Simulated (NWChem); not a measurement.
System: SeCl$_{2}$; SMILES Cl[Se]Cl

```xyz
3

Se     0.0000     0.0000     0.6841
Cl    -1.6848     0.0000    -0.6841
Cl     1.6848     0.0000    -0.6841
```
Atoms are numbered in this order, from 1.

All runs: NWChem. Pople sets run with spherical d functions. Structure relaxed at the PBE0/def2-SVP level. Ions are spin-unrestricted doublets at the neutral geometry; other ion states weren't tried.

### Question
Taking CAM-B3LYP/6-311G** as the yardstick, which of these has the fewest basis functions while keeping “vertical ionisation energy, ΔSCF (eV)” within 0.1 eV of it: CAM-B3LYP/STO-3G; CAM-B3LYP/6-31G*; CAM-B3LYP/3-21G?

### Answer
CAM-B3LYP/6-31G*.
```
level               basis functions  vertical ionisation energy, ΔSCF (eV)  relative time (rough)
------------------  ---------------  -------------------------------------  ---------------------
CAM-B3LYP/STO-3G                 36                                   8.52                      1
CAM-B3LYP/3-21G                  48                                   9.92                      2
CAM-B3LYP/6-31G*                 68                                   9.58                      8
CAM-B3LYP/6-311G**               96                                   9.65                     10
```

The yardstick is one finite set, not the basis-set limit.
